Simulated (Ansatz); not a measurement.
Geometry optimisation, RKS BHLYP-D4/def2-SVP (Ansatz 0.2.0).

Input file:

```yaml
crystal:
  periodic: [false, false, false]
  atoms:
    - { symbol: Ga, position_ang: [0.076762, -0.608149, -0.307836] }
    - { symbol: H, position_ang: [-0.020507, 0.298069, 2.306877] }
    - { symbol: H, position_ang: [1.387784, 0.224398, -0.49827] }
    - { symbol: H, position_ang: [-1.309991, -0.050618, -0.769057] }
    - { symbol: P, position_ang: [0.133912, -2.624616, 0.795326] }
    - { symbol: H, position_ang: [-0.663608, -3.350209, -0.125529] }
    - { symbol: H, position_ang: [1.375863, -3.086152, 0.291508] }
    - { symbol: H, position_ang: [-0.030914, -0.411922, 2.210382] }
basis:
  gaussian: { orbitals: def2-SVP }
hamiltonian:
  xc: { name: BHLYP }
  dispersion: d4
relax:
  f_tol: 0.03
  max_steps: 50
```

Command:

```bash
$ ansatz run input.yaml --threads 1 --pin off --max-ram 2048MiB --backend cpu --events-out ev --progress --plain --runs-dir out
```

Problem. Where does it end, and by what steps?

Solution. The forces met the threshold. After 7 steps the energy has fallen by 0.129 eV; H2 moved furthest, 0.41 Å.

| step | energy less start (eV) | largest force component (eV/Å) | accepted |
| --- | --- | --- | --- |
| 0 | 0.0000 | 1.688 | yes |
| 1 | -0.0884 | 0.520 | yes |
| 2 | -0.1034 | 0.079 | yes |
| 3 | -0.1126 | 0.265 | yes |
| 4 | -0.1209 | 0.329 | yes |
| 5 | -0.1263 | 0.216 | yes |
| 6 | -0.1287 | 0.035 | yes |
| 7 | -0.1292 | 0.017 | yes |

```xyz
8
Properties=species:S:1:pos:R:3
Ga 0.113 -0.688 -0.127
H -0.111 0.613 2.063
H 1.428 0.143 -0.288
H -1.281 -0.083 -0.495
P 0.228 -2.866 0.684
H -0.685 -3.410 -0.251
H 1.395 -3.230 -0.029
H -0.137 -0.087 2.346
```

Whether the end is a true minimum wasn't checked by a vibrational analysis.

The run took 25 s on 1 thread of Arm Neoverse V1 (shared host), peak memory 0.16 GiB.
